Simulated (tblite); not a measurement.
Compound: C₇H₁₆P₂.
SMILES with atom numbers: `[CH3:1][P:2]([CH3:3])/[P:4]=[CH:5]\[C:6]([CH3:7])([CH3:8])[CH3:9]` (hydrogens: H10, H11, H12 on C1; H13, H14, H15 on C3; H16 on C5; H17, H18, H19 on C7; H20, H21, H22 on C8; H23, H24, H25 on C9)

A start from a force field or distance geometry was refined with GFN2-xTB geometry optimisation, gas phase (tblite 0.8.0). Values at the start:

| coordinate | start |
| --- | --- |
| C1–P2 | 1.845 Å |
| C1–H10 | 1.101 Å |
| P2–P4 | 2.167 Å |
| P4=C5 | 1.717 Å |
| C5–C6 | 1.538 Å |
| C5–H16 | 1.112 Å |
| C6–C7 | 1.531 Å |
| C7–H17 | 1.101 Å |
| C1–P2–C3 | 98.1° |
| C1–P2–P4 | 96.6° |
| P2–P4–C5 | 106.0° |
| P4–C5–C6 | 138.4° |
| C5–C6–C7 | 111.3° |
| C5–C6–C8 | 106.4° |
| C7–C6–C8 | 108.3° |
| C1–P2–P4–C5 | 154° |
| P4–C5–C6–C7 | 62° |

How do these coordinates change at the GFN2-xTB level?

```
 coordinate  GFN2-xTB (Å or °)  change
      P4=C5              1.672  -0.045
      P2–P4              2.203  +0.036
      C5–C6              1.506  -0.032
     C5–H16              1.086  -0.026
     C7–H17              1.088  -0.013
     C1–H10              1.089  -0.012
      C1–P2              1.857  +0.012
      C6–C7              1.532  +0.001
   P4–C5–C6              134.0    -4.4
   C5–C6–C8              108.6    +2.2
   C1–P2–P4               95.0    -1.6
   P2–P4–C5              107.4    +1.4
   C1–P2–C3               97.3    -0.8
   C5–C6–C7              110.6    -0.7
   C7–C6–C8              108.9    +0.6
C1–P2–P4–C5                147      -7
P4–C5–C6–C7                 57      -5
```

The energy falls by 17.3 kJ/mol over 78 L-BFGS steps, the largest force on an atom goes from 1.68 to 0.010 eV/Å, and the atoms move by 0.170 Å rms after alignment. The bond that changes most is P4=C5 (ends: phosphorus bonded to C and P; carbon bonded to C, P and H), which shortens by 0.045 Å. Bonds longer at the end by more than 0.005 Å: 4 of 24; shorter: 10. Among the dihedrals that turn most is C5–C6–C9–H23, from -170° to 179°. Rotational constants go from 2023, 644.9, 619.3 to 2038, 669.0, 648.1 MHz.

Its GFN2-xTB frequencies are all real (lowest 32 cm⁻¹). One conformer, not necessarily the lowest.

These are computed values.
